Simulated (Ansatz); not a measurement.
Input file for Ansatz (a program for electronic structure): R-CCSD(T)/cc-pVDZ on BF2H (SMILES FBF), a point of a bond scan (R = 1.318 Å).

Ansatz 0.2 input:
```yaml
crystal:
  periodic: [false, false, false]
  atoms:
    - {symbol: B, position_ang: [-0.23542436, -0.38535740, 0.08189990]}
    - {symbol: H, position_ang: [-0.84419732, -1.38183527, 0.29368107]}
    - {symbol: F, position_ang: [0.89919528, -0.13880538, 0.70491879]}
    - {symbol: F, position_ang: [-0.67460427, 0.50643007, -0.78304996]}
basis:
  gaussian:
    orbitals: cc-pVDZ
    pivot_positions_ang: [[-0.23542436, -0.38535740, 0.08189990], [-0.84419732, -1.38183527, 0.29368107], [0.89919528, -0.13880538, 0.70491879], [-0.67460427, 0.50643007, -0.78304996]]
magnetization: {spin_polarized: false}
correlation: {method: ccsd_t, electrons: outside_noble_gas}
scf: {lower_state_search: off}
output: {orbitals: {seedname: ./end}}
```

Program output:

```
WARN ansatz: RAYON_NUM_THREADS=1 ignored (pool sized by the plan → 1); use --threads N
Functional definition: HF
these checks for a lower state are left out or cut short: stability, starts, cluster_reference, orbital_swaps, neighbouring_geometries, increment
integrals: 0.01 GiB planned
471 factors; integrals over basis functions are off by at most 4.4e-4 eV
mean field: 0.07 GiB planned
mean field evaluation 1: about -6100.9216 eV, gradient 2.9e1 eV
mean field evaluation 2: about -6100.9221 eV, gradient 2.9e1 eV
mean field evaluation 4: about -6102.5925 eV, gradient 1.8e0 eV
mean field evaluation 8: about -6102.6049 eV, gradient 1.0e-2 eV
mean field -6102.60492138 eV, -224.2665943667 hartree, gradient 2.8e-6 eV, S^2 0.000000; 0 other end points of the search recorded, 0 dependent functions left out
3 core orbitals not correlated
reference -6102.60492138 eV, -224.2665943667 hartree; 9, 9 occupied and 35, 35 virtual orbitals, 471 factors
second order -12.44603362 eV of doubles, -0.00000000 eV of singles
coupled cluster: 0.08 GiB planned
cycle   1  -12.42890760 eV  change    1.7e-2 eV  update   8.2e-2
cycle   2  -12.69883227 eV  change   -2.7e-1 eV  update   2.2e-2
cycle   3  -12.77165605 eV  change   -7.3e-2 eV  update   1.3e-2
cycle   4  -12.76337593 eV  change    8.3e-3 eV  update   2.7e-3
cycle   5  -12.76186174 eV  change    1.5e-3 eV  update   9.6e-4
cycle   6  -12.76236112 eV  change   -5.0e-4 eV  update   2.2e-4
cycle   7  -12.76224073 eV  change    1.2e-4 eV  update   5.2e-5
cycle   8  -12.76221410 eV  change    2.7e-5 eV  update   1.4e-5
cycle   9  -12.76222203 eV  change   -7.9e-6 eV  update   4.1e-6
perturbative correction -0.22374130 eV, -0.0082223410 hartree
Total energy: -6115.59088471 eV, -224.7438197167 hartree
Checks for a lower state left out: stability, starts, cluster_reference, orbital_swaps, neighbouring_geometries, increment
```

Self-consistency was reached.

Cost: very roughly 0.7 core-seconds.
